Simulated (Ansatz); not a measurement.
`[F][Sn][F]` + H₂O → `[OH][Sn][F]` + H–F at 600 K and 1 bar (formal hydrolysis of the Sn–F bond).

Program: Ansatz. Geometries: PBE0-D4/def2-TZVP. ΔE: electronic, gas phase. CCSD(T)/CBS adds triple-zeta CCSD(T) − MP2 to the extrapolated MP2 energy (def2 sets, frozen cores). This one scheme is used for every species. def2 core potentials past Kr. For Sn outer-core shells are correlated without core-valence functions, which leaves a few kJ/mol of doubt a bond. One conformer a species, not always the lowest.

| species | CCSD(T)/CBS energy (Eh) | H − E (kJ/mol) | S (J/(mol·K)) |
| --- | --- | --- | --- |
| `[F][Sn][F]` | -413.70076 | 36.7 | 319.0 |
| H₂O | -76.37941 | 76.8 | 212.8 |
| `[OH][Sn][F]` | -389.66871 | 71.4 | 338.3 |
| H–F | -100.39570 | 42.3 | 194.0 |

H − E and S are ideal-gas, rigid-rotor, harmonic terms from PBE0-D4/def2-TZVP, for one conformer and one mirror image of each species. 1 Eh = 2625.50 kJ/mol, R = 8.31446 J/(mol·K).

Q: By hand: ΔE, ΔH, ΔS and ΔG.

A: ΔE = (-389.66871) + (-100.39570) − (-413.70076) − (-76.37941) = 0.01576 Eh = 41.4 kJ/mol. Δ(H − E) = 71.4 + 42.3 − 36.7 − 76.8 = 0.2, so ΔH = 41.6 kJ/mol. ΔS = 338.3 + 194.0 − 319.0 − 212.8 = 0.5 J/(mol·K). ΔG = 41.6 − 600 × (0.5)/1000 = 41.3 kJ/mol.

Q: By hand: the equilibrium constant, and the temperature at which ΔG would vanish if ΔH and ΔS stayed fixed.

A: log₁₀ K = −ΔG/(RT ln 10) = -3.6. ΔG = 0 at ΔH/ΔS = 83200 K, far beyond where these terms or the molecules hold.

The number of gas molecules stays the same, so ΔS is small and ΔH decides. A doubt of 5 kJ/mol in ΔE shifts log₁₀ K by 0.4 here. Other conformers and mirror images would add mixing entropy, several J/(mol·K) or more a flexible species. These are equilibria of isolated gas molecules and say nothing of rates. Largest T1 diagnostic: 0.018 (customary marks: 0.02 for closed shells, 0.045 for open ones).
